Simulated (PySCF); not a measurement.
**The first ionisation energy along group 11**

All values are computed (PySCF 2.14, energy differences of UHF-based or UKS calculations, no spin-orbit coupling). Values in eV. The last column holds reference values (NIST; (s) semi-empirical, (t) theoretical, else measured). Unmarked ones compare directly (S terms, centres of terms, or small fine structure); those marked * lie between the lowest fine-structure levels and include a spin-orbit shift.

```csv
element,configurations,LDA,PBE,r2SCAN,MP2 (valence),MP2 (valence and next inner shell),SCS-MP2 (valence and next inner shell),reference
"Cu (aug-cc-pwCVTZ-PP with ECP10MDF, ECP)",[Ar] 3d10 4s1 → [Ar] 3d10,8.631,8.341,8.286,7.648,7.742,7.540,7.726
"Ag (aug-cc-pwCVTZ-PP with ECP28MDF, ECP)",[Kr] 4d10 5s1 → [Kr] 4d10,8.368,8.042,7.909,7.495,7.635,7.425,7.576
"Au (aug-cc-pwCVTZ-PP with ECP60MDF, ECP)",[Xe] 4f14 5d10 6s1 → [Xe] 4f14 5d10,9.899,9.542,9.497,9.182,9.380,9.118,9.226
```

| method | elements | mean error (eV) | mean absolute error (eV) | largest error (eV) |
| --- | --- | --- | --- | --- |
| LDA | 3 | 0.790 | 0.790 | 0.905 |
| PBE | 3 | 0.466 | 0.466 | 0.615 |
| r2SCAN | 3 | 0.388 | 0.388 | 0.560 |
| MP2 (valence) | 3 | -0.068 | 0.068 | -0.081 |
| MP2 (valence and next inner shell) | 3 | 0.076 | 0.076 | 0.154 |
| SCS-MP2 (valence and next inner shell) | 3 | -0.148 | 0.148 | -0.186 |

Errors include the incompleteness of the basis and the frozen core.

"Valence" correlates the outer s and p shells and, in groups 3 to 12 and the f block, the outer d or f shell, open or full, or the next shell where the ion has no valence electron left; the wider scheme adds the next inner shell.
